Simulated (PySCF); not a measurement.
C5HClF2OS.
Cartesian coordinates in Å at the GFN2-xTB level; atoms count from 1:
```xyz
11
C5HClF2OS angstrom
O     -2.6625   -1.6350   -0.1286
C     -2.1184   -0.5877   -0.0190
F     -2.8527    0.5472    0.1327
C     -0.6991   -0.3107   -0.0215
S      0.4140   -1.6318   -0.2033
C      1.7577   -0.5478   -0.1100
Cl     3.3506   -1.1217   -0.2166
C      1.3811    0.7583    0.0523
C     -0.0155    0.8832    0.1015
F     -0.6065    2.0595    0.2538
H      2.0568    1.5892    0.1326
```

Method: TDDFT CAM-B3LYP/def2-SVPD, vertical, gas phase, core orbitals frozen in the response in PySCF.

Transition dipole moments from the ground state, in atomic units and in the frame of the coordinates above (overall signs are arbitrary), for the states with f of 0.002 or more among the lowest 8:

| state | E (eV) | μx | μy | μz |
| --- | --- | --- | --- | --- |
| S1 | 4.817 | 1.628 | 0.241 | -0.012 |
| S2 | 5.143 | 0.340 | -0.755 | -0.097 |
| S8 | 6.819 | 0.017 | -0.697 | -0.082 |

Question: What oscillator strength does each state have?

Answer: f = (2/3) ΔE |μ|² with ΔE in hartree (27.2114 eV).

```csv
state,|μ|² (au),|μ| (D),f
S1,2.709,4.18,0.320
S2,0.695,2.12,0.088
S8,0.493,1.78,0.082
```

Question: What is the point group, and which symmetry does each of these states have?

Answer: Cs. Polarised in the mirror plane, so A′: S1, S2 and S8.

Question: Which bond between heavy atoms lies closest to the direction of the S1 transition dipole?

Answer: C2–C4, at 3° from it; next C8–C9 at 14°.

Question: What angle do the transition dipoles of S2 and S8 make?

Answer: |cos θ| = |μa·μb| / (|μa| |μb|) = 0.92, so θ ≈ 23° (taken between 0 and 90°, since the signs are arbitrary).

Question: How is the summed strength of these states shared among x, y and z?

Answer: (2/3) Σ ΔE μα² gives 0.327 for x, 0.160 for y and 0.002 for z, 0.490 in all.

Question: What peak molar absorption coefficient would the strongest computed level give as a lone Gaussian band 0.4 eV wide at half height?

Answer: ε(max) = 2.175×10⁸ f / FWHM, with the width in cm⁻¹. S1: 2.175×10⁸ × 0.3197 / 3226 ≈ 22000 L mol⁻¹ cm⁻¹.

One conformer stands for the species.
